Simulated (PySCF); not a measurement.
C₂H₃BClNO₂. Atoms are numbered in the order given.

```xyz
10

B      0.1414     0.5145     0.0000
Cl     1.9120     0.5947     0.0000
N     -0.5196    -0.7551     0.0000
C     -0.4597    -1.9621     0.0000
O     -0.4917    -3.1302     0.0000
O     -0.5317     1.6733     0.0000
C     -1.9468     1.7674     0.0000
H     -2.2629     2.3261     0.8935
H     -2.2629     2.3261    -0.8935
H     -2.4220     0.7743     0.0000
```
Charge 0, spin multiplicity 1.

Geometry: r2SCAN-D4/def2-SVP. The structure was generated by enumeration, and PubChem lists no compound with its InChIKey, so it may never have been made. The values are those of a single conformer.

Vertical ionisation energy (IE) and electron affinity (EA) in eV. Rows of orbital energies are one-electron estimates. Where ΔSCF, EOM or ADC give a negative EA the extra electron is unbound and the value depends on the basis.

| level | IE | EA |
|---|---|---|
| −ε(HOMO), −ε(LUMO), ωB97X/def2-TZVP (PySCF) | [?] | [?] |
| −ε(HOMO), −ε(LUMO), PBE/def2-TZVP (PySCF) | 7.41 | 1.70 |

Problem. Some entries are withheld; supply them. (An estimate is asked for; the answer gives what the named calculation found.)

Solution. 
- −ε(HOMO), −ε(LUMO), ωB97X/def2-TZVP (PySCF), IE: 11.25
- −ε(HOMO), −ε(LUMO), ωB97X/def2-TZVP (PySCF), EA: -1.50
